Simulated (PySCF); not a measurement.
Cl²⁺: excitation energy

Cl²⁺ [Ne] 3s2 3p3 (4S) → Cl²⁺ [Ne] 3s1 3p4, s spin flipped, as a difference of total energies. Computed with PySCF 2.14 in x2c-QZVPPall with one added diffuse shell each of s, p, d, f type (10s7p5d3f1g, 86 functions), with the spin-free X2C one-electron Hamiltonian (Gaussian nucleus). Correlated levels: valence: [Ne] frozen. The calculations carry no spin-orbit coupling.

| method | excitation energy (eV) |
| --- | --- |
| UHF | 20.240 |
| MP2 (valence) | 17.979 |
| SCS-MP2 (valence) | 17.542 |

**Question.** How much does correlation contribute at MP2 (valence)?

**Answer.** 17.979 − (20.240) = -2.261 eV, measured against UHF.

The upper determinant mixes two multiplicities, so it lies between the two terms.

The coupled-cluster amplitudes are large for the upper state (T1 above 0.03 or a double amplitude above 0.15), so a single reference is strained.
